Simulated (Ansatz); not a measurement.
SiHMe2(OSiMe3) (C₅H₁₆OSi₂), relaxed as a singlet with RKS r2SCAN-D4/def2-SVP in Ansatz, starting from the GFN2-xTB geometry. Force threshold 0.02 eV/Å.

Start:

Cartesian coordinates in Å:
```
Si 0.901 -1.601 -0.482
H 2.126 -1.737 0.319
C -0.247 -3.097 -0.251
H 0.219 -4.010 -0.609
H -1.181 -2.970 -0.792
H -0.495 -3.243 0.796
C 1.314 -1.333 -2.317
H 1.832 -2.191 -2.735
H 1.953 -0.466 -2.452
H 0.416 -1.172 -2.908
O 0.111 -0.295 0.072
Si -0.353 1.158 0.654
C -0.471 1.003 2.548
C -2.048 1.548 -0.120
C 0.947 2.457 0.154
H -0.807 1.927 3.006
H 0.493 0.752 2.980
H -1.168 0.221 2.834
H -2.774 0.776 0.116
H -2.441 2.492 0.242
H -1.981 1.613 -1.202
H 1.923 2.208 0.559
H 1.048 2.515 -0.926
H 0.684 3.447 0.513
```

Estimate the energy that the relaxation releases and the steps that it takes.

0.19 eV, in 22 steps; 66 s on 2 threads of AMD EPYC 7R13 on a shared host and a share (18 GiB) of an NVIDIA H100 80GB HBM3. The force fell under the threshold at step 5, but the optimiser went on and released 0.023 eV more. No frequencies were taken in this run, so the end may be a saddle point.

Does the start keep its bonding and symmetry?

By distances, no bond broke or formed. The bond that changes most is O11–Si12, from 1.63 to 1.67 Å (atoms count from 1).

Predict the relaxed structure.


```csv
atom,x (Å),y (Å),z (Å)
Si1,0.7103,-1.5965,-0.3919
H2,1.7364,-1.6267,0.7057
C3,-0.2045,-3.2260,-0.4449
H4,0.4810,-4.0657,-0.6451
H5,-0.9701,-3.2138,-1.2383
H6,-0.7143,-3.4242,0.5115
C7,1.5683,-1.2505,-2.0219
H8,2.2914,-2.0453,-2.2694
H9,2.1177,-0.2953,-1.9923
H10,0.8342,-1.1918,-2.8429
O11,-0.3960,-0.3940,-0.0730
Si12,-0.5190,1.1419,0.5810
C13,-0.3166,1.0250,2.4419
C14,-2.2172,1.7879,0.1344
C15,0.8239,2.2307,-0.1535
H16,-0.4146,2.0125,2.9229
H17,0.6731,0.6195,2.7098
H18,-1.0798,0.3608,2.8799
H19,-3.0042,1.1250,0.5295
H20,-2.3877,2.7969,0.5447
H21,-2.3440,1.8416,-0.9591
H22,1.8288,1.8486,0.0941
H23,0.7424,2.2763,-1.2522
H24,0.7606,3.2632,0.2292
```
Bond lengths: 5 × C–Si 1.87 to 1.88 Å; 2 × O–Si 1.66 to 1.67 Å; 15 × C–H 1.10 Å; 1 × H–Si 1.50 Å.
